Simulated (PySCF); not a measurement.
Worked example: chemical shift, span and skew from a shielding tensor

SiHClBr₂, SMILES Cl[SiH](Br)Br. Atoms are numbered in the order given.

```xyz
5

Si     0.5752     0.4282     0.0000
Cl    -0.2197     2.3277     0.0000
Br    -0.0909    -0.6583    -1.8178
Br    -0.0909    -0.6583     1.8178
H      2.0482     0.5155     0.0000
```
Charge 0, spin multiplicity 1.

The structure is a stationary point at B3LYP-D3(BJ)/def2-SVP.

GIAO shieldings from PBE/pcSseg-1 run with PySCF, non-relativistic, no solvent. The symmetric part of the tensor of Si1 has the principal values 240.2, 314.5, 320.8 ppm. The same nucleus in TMS has σ = 335.4 ppm at this level (PySCF, at its B3LYP-D3(BJ)/def2-TZVP geometry). Without spin–orbit terms, shifts of atoms bonded to Cl or Br come out too high.

Task: Work out the isotropic shielding, the ²⁹Si shift against TMS, the span and the skew.

Result: 
σ(iso) = (σ11 + σ22 + σ33)/3 = 291.8 ppm. δ = σ(ref) − σ(iso) = 335.4 − (291.8) = 43.6 ppm.
Span Ω = σ33 − σ11 = 80.6 ppm. Skew κ = 3(σ(iso) − σ22)/Ω = -0.84. Tumbling in solution averages the tensor to δ; in a static solid the shielding alone would spread this spin-1/2 line over Ω.
